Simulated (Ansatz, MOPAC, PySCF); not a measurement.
Noncovalent pair: HF (SMILES F) (first 2 atoms) with C2H4 (SMILES C=C); geometry from B3LYP-D3(BJ)/def2-TZVP, rigid monomers moved along the line of their centres of mass till H2···C4 is 2.55 Å.
(charge 0, multiplicity 1):
```
atom    x (Å)    y (Å)    z (Å)
----  -------  -------  -------
F     -0.0440   0.3998  -0.2698
H     -0.0182   0.2834   0.6584
C      0.4160  -0.5716   3.0195
C     -0.3172   0.5252   3.1773
H     -0.0385  -1.5492   2.9139
H      1.4984  -0.5341   2.9992
H      0.1376   1.5017   3.2922
H     -1.3994   0.4866   3.2068
```

Monomers are frozen at their geometry in the pair; levels with a basis set take the counterpoise correction.

The state reached by PM3 isn't checked.

Codes used: Ansatz (Gaussian basis) for Hartree–Fock, density functionals and correlated methods; MOPAC for PM3 (differences of heats of formation); PySCF for the dispersion terms. Values without a source in brackets are computed.

Q: One of these levels gives -4.72 kcal/mol for the interaction energy. Which one is it?
(A) PM3
(B) PBE-D4/def2-TZVPPD
(C) B3LYP/def2-TZVPPD

A: B, PBE-D4/def2-TZVPPD. The others give -1.87 (PM3), -3.72 (B3LYP/def2-TZVPPD)

Ansatz is a quantum-chemistry and plane-wave program.
